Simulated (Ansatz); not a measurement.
Molecule: C3H10BN, net charge 0, singlet state. SMILES: CNB(C)C
Coordinates optimised at B3LYP-D3(BJ)/def2-TZVP (Ansatz, a program for electronic structure):
```
B
N 1 1.4010
H 2 1.0090 1 117.81
C 2 1.4512 3 113.30 1 -179.07
H 4 1.0874 2 109.85 3 179.83
H 4 1.0940 5 107.80 2 121.66
H 4 1.0940 5 108.01 6 116.43
C 1 1.5813 2 118.55 3 0.00
H 8 1.0935 1 114.41 2 -3.02
H 8 1.0951 9 107.69 1 123.53
H 8 1.0953 9 107.63 10 113.42
C 1 1.5843 2 121.32 3 -178.94
H 12 1.0918 1 111.84 2 -160.66
H 12 1.0926 13 107.67 1 -126.04
H 12 1.0965 13 106.46 14 -113.83
```

Wanted: vertical triplet-singlet gap (E(triplet) - E(singlet); each state is the SCF solution reached for its spin), in kcal/mol. Cores are frozen in the correlated levels unless marked. UHF or UKS for open shells. Spin-orbit coupling is left out. No relativistic terms. 

| level | program | vertical triplet-singlet gap (kcal/mol) |
|---|---|---|
| HF/aug-cc-pVDZ | Ansatz | 122.4 |
| r2SCAN/def2-TZVPD | Ansatz | 137.2 |
| B3LYP/def2-TZVPD | Ansatz | 140.2 |
| PBE0/def2-TZVPD | Ansatz | 140.0 |
| CAM-B3LYP/def2-TZVPD | Ansatz | 145.4 |
| wB97X-V/def2-TZVPD | Ansatz | 150.6 |
| MP2/aug-cc-pVDZ | Ansatz | 149.9 |
| RI-MP2/aug-cc-pVQZ | Ansatz | 153.8 |
| CCSD/aug-cc-pVDZ | Ansatz | 142.9 |
